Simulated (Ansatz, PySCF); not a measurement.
Gas-phase reaction (SMILES): Cl[Si](Cl)(Cl)N[Si](Cl)(Cl)Cl + O (H2O) → O[Si](Cl)(Cl)Cl + N[Si](Cl)(Cl)Cl; water cleaves one Si-N bond, a model of a ligand-exchange step.

Geometries: B3LYP-D3(BJ)/def2-TZVP minima from Ansatz (a quantum-chemistry and plane-wave program), one conformer each, not searched for the lowest. Cores are frozen in the correlated levels unless marked. Spin-orbit coupling is left out. Non-relativistic. Basis-set limits of correlation are two-point, X^-3; Hartree-Fock from the larger set. The bracket is a focal-point correction in the basis named. Thermal terms are rigid-rotor harmonic-oscillator values from B3LYP-D3(BJ) frequencies (Ansatz or PySCF) at 298.15 K and 1 atm. 1 Eh = 627.5095 kcal/mol.

```json
[
 {"species": "Cl[Si](Cl)(Cl)N[Si](Cl)(Cl)Cl", "E, RI-MP2/CBS(aug-cc-pV(T+d)Z,aug-cc-pV(Q+d)Z)+[CCSD(T)-MP2]/aug-cc-pV(T+d)Z (Ansatz) (Eh)": "-3392.51232", "E, r2SCAN-D4/def2-TZVPD (Ansatz + dftd4) (Eh)": "-3395.82717", "H - E (Eh)": "0.04177"},
 {"species": "O (H2O)", "E, RI-MP2/CBS(aug-cc-pV(T+d)Z,aug-cc-pV(Q+d)Z)+[CCSD(T)-MP2]/aug-cc-pV(T+d)Z (Ansatz) (Eh)": "-76.37791", "E, r2SCAN-D4/def2-TZVPD (Ansatz + dftd4) (Eh)": "-76.42298", "H - E (Eh)": "0.02495"},
 {"species": "O[Si](Cl)(Cl)Cl", "E, RI-MP2/CBS(aug-cc-pV(T+d)Z,aug-cc-pV(Q+d)Z)+[CCSD(T)-MP2]/aug-cc-pV(T+d)Z (Ansatz) (Eh)": "-1744.39387", "E, r2SCAN-D4/def2-TZVPD (Ansatz + dftd4) (Eh)": "-1746.07821", "H - E (Eh)": "0.02725"},
 {"species": "N[Si](Cl)(Cl)Cl", "E, RI-MP2/CBS(aug-cc-pV(T+d)Z,aug-cc-pV(Q+d)Z)+[CCSD(T)-MP2]/aug-cc-pV(T+d)Z (Ansatz) (Eh)": "-1724.50925", "E, r2SCAN-D4/def2-TZVPD (Ansatz + dftd4) (Eh)": "-1726.18725", "H - E (Eh)": "0.03959"}
]
```

Question: Work out ΔE and ΔH at 298.15 K at the first level, then ΔH at the second.

Answer: 
1. ΔE = [(-1744.39387) + (-1724.50925)] - [(-3392.51232) + (-76.37791)] = -0.01289 Eh = -8.1 kcal/mol at RI-MP2/CBS(aug-cc-pV(T+d)Z,aug-cc-pV(Q+d)Z)+[CCSD(T)-MP2]/aug-cc-pV(T+d)Z.
2. The terms H - E add up to 0.00012 Eh, so ΔH = (-0.01289 + (0.00012))×627.5095 = -8.0 kcal/mol.
3. At r2SCAN-D4/def2-TZVPD the same steps give ΔE = -9.6 and ΔH = -9.5 kcal/mol, a shift of -1.5 from the first level.
4. These values are not checked against measurement here, since the tables used lack a sound gas-phase enthalpy of formation for at least one species.
